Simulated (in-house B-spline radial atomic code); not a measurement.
The numbers below are computed, except where a source is named.
# Making a Troullier-Martins s channel for Mg, r_c = 0.77 bohr

Mg, [Ne] 3s2, non-relativistic PBE, spherical and spin-unpolarised, from an all-electron radial atomic-structure program (B-spline basis) (atomic units). The all-electron 2s level is ε = -2.923481 hartree, its outermost node lies just inside 0.19 bohr and its outer maximum at 0.55 bohr.

Inside r_c the pseudo-orbital is u(r) = r^1 exp(p(r)), with p = c0 + c2 r² + c4 r⁴ + … + c12 r¹². The seven coefficients follow from p and its first four derivatives at r_c, from zero curvature of the screened potential at the origin, c4 = −c2²/(2l + 5), and from the norm inside r_c. At r_c the all-electron orbital has P = 1.062255, P' = -1.245014, the screened potential V = -3.79894, V' = 9.680438, V'' = -35.98558, and the norm inside is Q = 0.653328.

What are p, p' and p'' at r_c?

p = ln(P/r_c^1) = ln(1.062255/0.77) = 0.32176. p' = P'/P − 1/r_c = -1.17205 − 1.29870 = -2.47075. The radial equation gives p'' = 2(V − ε) − 2(1) p'/r_c − p'² = -1.75092 − (-6.41753) − 6.10461 = -1.43799. Differentiating, p''' = 2V' + 2(1)p'/r_c² − 2(1)p''/r_c − 2p'p'' = 7.6556, and p'''' = 2V'' − 4(1)p'/r_c³ + 4(1)p''/r_c² − 2(1)p'''/r_c − 2p''² − 2p'p''' = -46.215.

For a trial c2 the five matching conditions are linear in c0, c6, c8, c10 and c12, and c2 is varied until the norm inside r_c equals Q. The root nearest zero gives:

| n | c_n |
| --- | --- |
| 0 | 1.003105 |
| 2 | 0.0007168429 |
| 4 | -1.027727e-07 |
| 6 | -17.27757 |
| 8 | 44.23344 |
| 10 | -44.60463 |
| 12 | 16.60256 |

Check c4 and p(r_c), and find the screened pseudopotential at the origin.

−c2²/5 = -1.02773e-07, as listed. The terms c_n r_c^n are 1.00310, 0.00043, -0.00000, -3.60103, 5.46609, -3.26804, 0.72121, which sum to 0.32176. Inverting the radial equation, V_l(r) = ε + 1 p'/r + (p'' + p'²)/2, so V_l(0) = ε + (2l + 3) c2 = -2.923481 + 3 × (0.000716843) = -2.9213 hartree, finite where the all-electron potential diverges.

Orbitals and screened potentials:

```csv
r (bohr),P,u,V all-electron,V pseudo
0.077,-0.5519,0.21,-127.8,-2.934
0.192,0.08318,0.5231,-39.41,-3.339
0.308,0.7661,0.8303,-19.5,-4.995
0.424,1.132,1.087,-11.58,-7.448
0.539,1.236,1.215,-7.526,-8.126
0.654,1.187,1.186,-5.219,-5.863
0.77,1.062,1.062,-3.799,-3.799
```

Logarithmic derivatives P'/P at R = 1.07 bohr, for energies E around ε:

| E − ε (hartree) | all-electron | pseudo |
| --- | --- | --- |
| -0.5 | -0.329852 | -0.331726 |
| -0.25 | -0.936279 | -0.936954 |
| -0.1 | -1.39496 | -1.3951 |
| 0 | -1.7558 | -1.75581 |
| 0.1 | -2.17385 | -2.17406 |
| 0.25 | -2.94509 | -2.94677 |
| 0.5 | -4.86547 | -4.87796 |

With P(R) = 0.6751259 and a norm of 0.8823972 inside R, what slope in energy does norm conservation fix?

d(P'/P)/dE = −2 × (norm inside R)/P(R)² = -3.8719 per hartree·bohr at E = ε, for both atoms, since orbital and norm agree at R. Differences over ±0.1 hartree give -3.8944 (all-electron) and -3.8948 (pseudo), which also hold third-order terms. Half a hartree below ε the two curves differ by -0.0019.
